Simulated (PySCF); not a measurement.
C₂H₃Cl₂FSi. Atoms are numbered in the order given.

```xyz
9

C     -2.0322     0.1670    -1.0057
C     -1.0610    -0.3188    -0.2269
Cl    -1.4153    -1.2517     1.2203
Si     0.7579    -0.0967    -0.5621
F      0.8760     0.7073    -1.9675
Cl     1.6174     1.0470     0.9167
H     -1.7661     0.7392    -1.8987
H     -3.0922     0.0146    -0.7831
H      1.4883    -1.3739    -0.6749
```

Coordinates come from a B3LYP-D3(BJ)/def2-SVP optimisation. The structure was generated by enumeration; whether it is a known compound was not checked. Other conformers were not sampled.

Level of theory: B3LYP-D3(BJ)/def2-SVP run with PySCF.

Frequencies are harmonic and unscaled.

Computed vibrational spectrum:
| mode | ν (cm⁻¹) | IR (km/mol) | Raman (Å⁴/amu) | depolarisation | moving atoms (share of kinetic energy) |
|---|---|---|---|---|---|
| 1 | 52 | 1.1 | 4.2 | 0.75 | Cl 43 %, C 29 %, F 15 %, H 9 % |
| 2 | 105 | 0.3 | 2.0 | 0.75 | Cl 67 %, F 12 %, C 12 % |
| 3 | 172 | 7.4 | 3.9 | 0.71 | C 38 %, Si 16 %, Cl 16 %, F 15 %, H 14 % |
| 4 | 231 | 4.2 | 2.1 | 0.73 | F 56 %, Cl 29 % |
| 5 | 281 | 6.2 | 1.9 | 0.61 | F 35 %, Si 28 %, Cl 24 %, C 10 % |
| 6 | 349 | 5.7 | 3.6 | 0.73 | C 36 %, H 23 %, Cl 20 %, Si 17 % |
| 7 | 432 | 23.7 | 2.7 | 0.25 | C 63 %, Cl 15 %, H 11 % |
| 8 | 547 | 59.1 | 11.5 | 0.05 | Si 36 %, Cl 30 %, C 25 % |
| 9 | 596 | 78.1 | 5.1 | 0.68 | Si 39 %, Cl 28 %, C 25 % |
| 10 | 716 | 4.4 | 3.9 | 0.75 | H 94 % |
| 11 | 786 | 38.4 | 6.5 | 0.72 | H 57 %, C 34 % |
| 12 | 820 | 37.8 | 4.2 | 0.75 | H 67 %, F 17 %, C 9 % |
| 13 | 839 | 220.7 | 8.4 | 0.74 | H 79 %, Si 13 % |
| 14 | 912 | 160.0 | 2.6 | 0.21 | Si 44 %, F 42 %, H 13 % |
| 15 | 950 | 30.7 | 0.7 | 0.72 | H 73 %, C 27 % |
| 16 | 1114 | 21.9 | 1.0 | 0.67 | C 56 %, H 40 % |
| 17 | 1386 | 16.6 | 24.1 | 0.47 | H 86 %, C 14 % |
| 18 | 1666 | 18.5 | 22.7 | 0.16 | C 89 %, H 10 % |
| 19 | 2306 | 92.1 | 142.3 | 0.18 | H 97 % |
| 20 | 3140 | 0.5 | 121.2 | 0.11 | H 95 % |
| 21 | 3243 | 0.3 | 83.6 | 0.75 | H 89 %, C 11 % |
